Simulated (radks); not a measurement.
The numbers below are computed, except where a source is named.
Mean orbital radii <r> (bohr) of the arsenic ion As2+, [Ar] 3d10 4s2 4p1, at several levels of relativity; Dirac values are averaged over j with weights 2j + 1. Spin-unpolarised spherical Kohn-Sham, LDA (Slater exchange, Perdew-Wang correlation), point nucleus unless stated (finite: rms radius 4.0968 fm), a radial shooting solver on a logarithmic mesh with Libxc functionals. A level marked "c x" has the speed of light scaled by that factor and shares open shells by 2j + 1; other Dirac levels either fill j = l - 1/2 first or share by 2j + 1.

shell  non-rel.  scalar-rel.  Dirac, 2j+1 shares, finite nucleus  Dirac, c x 0.85  change of magnitude, last against first (%)
1s      0.04644      0.04556                             0.04556          0.04521                                        -2.65
2s       0.2070       0.2031                              0.2028           0.2012                                        -2.82
2p       0.1790       0.1774                              0.1773           0.1766                                        -1.31
3s       0.6103       0.5994                              0.5992           0.5949                                        -2.53
3p       0.6224       0.6177                              0.6176           0.6158                                        -1.06
3d       0.6726       0.6756                              0.6757           0.6770                                        +0.65
4s        1.830        1.802                               1.802            1.792                                        -2.08
4p        2.141        2.133                               2.133            2.130                                        -0.52
